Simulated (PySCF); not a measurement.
**How methods differ on the electron affinity of I**

I⁻ [Xe] (1S) → I [Kr] 4d10 5s2 5p5 (2P), as a difference of total energies. Calculation: PySCF 2.14, in aug-cc-pVQZ-DK3 (9s8p6d3f2g, 102 functions); the spin-free X2C one-electron Hamiltonian (Gaussian nucleus). Correlated levels: valence: [Kr] 4d10 frozen. The calculations carry no spin-orbit coupling.

| method | electron affinity (eV) |
| --- | --- |
| UHF | 2.298 |
| LDA | 3.516 |
| PBE | 3.255 |
| PBE0 | 3.244 |
| wB97X | 3.230 |
| M06-2X | 3.071 |
| MP2 (valence) | 3.291 |
| SCS-MP2 (valence) | 3.238 |

Question: Estimate what r2SCAN gives.

Answer: 3.267 eV, closest to PBE among the rows shown.

Question: Estimate what MN15 gives.

Answer: 3.163 eV, closest to wB97X among the rows shown.

A first-order spin-orbit estimate (lowest level to lowest level, LS coupling) adds -0.300 eV.

Errors of the correlated levels include the incompleteness of this basis and the frozen core.

For comparison: 3.059 eV (measured; photodetachment measurements, as compiled on the Wikipedia data page of electron affinities).
